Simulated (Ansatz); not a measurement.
Start from `[OH][Ga]([OH])[Br]` and change one element to get `[OH][In]([OH])[Br]`.

Ansatz, PBE0-D4/def2-TZVP geometries, multiplicity 1. Each molecule was computed in one conformer, which needn't be the lowest.

Elements past krypton have def2 core potentials. Scalar relativity is left out up to krypton.

| property | `[OH][Ga]([OH])[Br]` |
| --- | --- |
| HOMO energy (PBE0/def2-TZVPP) / eV | -8.72 |
| LUMO energy (ωB97M-V/def2-TZVPP) / eV | 0.54 |
| LUMO energy (B3LYP/def2-TZVPP) / eV | -1.66 |
| HOMO–LUMO gap (ωB97M-V/def2-TZVPP) / eV | 11.51 |
| LUMO energy (PBE0/def2-TZVPP) / eV | -1.30 |
| HOMO–LUMO gap (PBE/def2-TZVPP) / eV | 5.14 |

Task: What does the change do to each property? (Estimate.)

Result: Ansatz gave: 
| property | `[OH][In]([OH])[Br]` | shift |
| --- | --- | --- |
| HOMO energy (PBE0/def2-TZVPP) / eV | -8.59 | 0.13 |
| LUMO energy (ωB97M-V/def2-TZVPP) / eV | -0.37 | -0.91 |
| LUMO energy (B3LYP/def2-TZVPP) / eV | -2.60 | -0.94 |
| HOMO–LUMO gap (ωB97M-V/def2-TZVPP) / eV | 10.46 | -1.05 |
| LUMO energy (PBE0/def2-TZVPP) / eV | -2.26 | -0.96 |
| HOMO–LUMO gap (PBE/def2-TZVPP) / eV | 4.06 | -1.08 |

With PBE0 the HOMO rises by 0.13 eV and the LUMO falls by 0.96 eV, so the gap narrows by about 1.09 eV. PBE moves the HOMO by 0.16 eV and ωB97M-V by 0.14 eV.

B3LYP here is the variant with VWN-RPA as its local correlation; programs differ in this.

Spin–orbit coupling is left out; it splits and shifts lone-pair levels of the heavy atoms by tenths of an eV.
